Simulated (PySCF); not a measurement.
# UHF on F³⁺ (fluorine, charge +3)

Configuration: [He] 2s2 2p2, high-spin 3P determinant. All numbers are calculated (PySCF 2.14, the non-relativistic Hamiltonian (point nucleus), in def2-TZVPPD (6s4p3d1f, 40 functions)).

```
Total energy                                                  : -95.320845 hartree
One-electron energy                                           : -118.1732 hartree
Hartree (Coulomb) energy                                      : 31.3158 hartree
Exchange energy                                               : -8.4634 hartree
Kinetic energy                                                : 95.36757 hartree
⟨S²⟩                                                          : 2.0034
⟨L²⟩                                                          : 2.006
Sum of ⟨r⟩                                                    : 3.749 bohr
Sum of ⟨r²⟩                                                   : 3.569 bohr²
Traceless quadrupole moment −½Σ⟨3z² − r²⟩ along its main axis : 0.330 e·bohr²
Density at the nucleus (Gaussians lack the cusp)              : 444 bohr⁻³
Spin density at the nucleus                                   : 0.0179 bohr⁻³
Langevin diamagnetic susceptibility                           : -2.83 ×10⁻⁶ cm³/mol
```

```
shell  electrons  mean orbital energy (hartree)  rms radius, mean of both spins (bohr)
 1s α          1                      -29.31258                                  0.203
 1s β          1                      -29.17303                                  0.203
 2s α          1                       -3.97574                                  0.959
 2s β          1                       -3.53209                                  0.959
 2p α          2                       -3.23750                                  0.908
```

Spin-orbit constants ζ (cm⁻¹) from the X2C one-electron operator on these orbitals (non-relativistic here): bare nucleus, nucleus screened by l(l+1)(2l+1)/3 electrons, and screened by the Breit-Pauli mean field of the electrons.

```
shell   bare  screened nucleus  mean field
   2p  635.9             494.6       442.1
```

To first order the Landé constant is A = 221.1 cm⁻¹, so the lowest level has J = 0 and lies 0.0548 eV below the centre of the term. This holds in LS coupling only.
